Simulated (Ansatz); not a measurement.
Molecule: BBr$_{2}$, net charge 0, doublet state. It need not be the lowest isomer of its formula. 
Structure (B3LYP-D3(BJ)/def2-TZVP (Ansatz, an electronic-structure program) minimum search):
```
B
Br 1 1.8889
Br 1 1.8889 2 126.56
```
Charge 0, spin multiplicity 2.

Basis-set convergence of Hartree-Fock and CCSD(T) correlation energies (hartree) with Ansatz. Correlated levels leave the core frozen unless marked. Open shells are spin-unrestricted. No spin-orbit coupling. Frozen are the shells of the preceding noble gas and the d and f shells that filled before the atom's block. Non-relativistic.

| basis | functions | E(HF) | E(corr, CCSD(T)) |
|---|---|---|---|
| aug-cc-pVDZ | 95 | -5169.47219 | -0.34193 |
| aug-cc-pVTZ | 164 | ? | ? |

**Question.** What belongs in the gaps?

**Answer.** 
- aug-cc-pVTZ, E(HF): -5169.62495
- aug-cc-pVTZ, E(corr, CCSD(T)): -0.45046
